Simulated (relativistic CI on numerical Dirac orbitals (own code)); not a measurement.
**Sensitivity of the levels of Mg9+ to α**

Method of calculation: Dirac-Coulomb-Breit CI, separate exchange-only KLI orbitals for each configuration, derivatives by finite differences, unscaled Slater integrals, QED left out (own radial code, finite nucleus).

Configurations in the expansion (outside the closed core 1s2): 2s, 2p, 3s, 3p, 3d. Levels of other configurations are missing.

With x = (α/α₀)² − 1 an excitation energy changes as ω = ω₀ + qx; K = 2q/ω₀ is the relative enhancement. Terms are leading LS components, so labels can repeat.

Lowest level 2s ²S1/2.

```
    Level  ω₀ (cm⁻¹)  q (cm⁻¹)        K
2p ²P°1/2     161266      1535    0.019
2p ²P°3/2     165194      5478   0.0663
 3s ²S1/2    1681970      3973  0.00472
3p ²P°1/2    1726258      4392  0.00509
3p ²P°3/2    1727405      5543  0.00642
 3d ²D3/2    1742569      5462  0.00627
 3d ²D5/2    1742928      5821  0.00668
```

At this charge energies of transitions that change n are usually good to better than 1 %, and those within a shell (Δn = 0) to a few per cent.
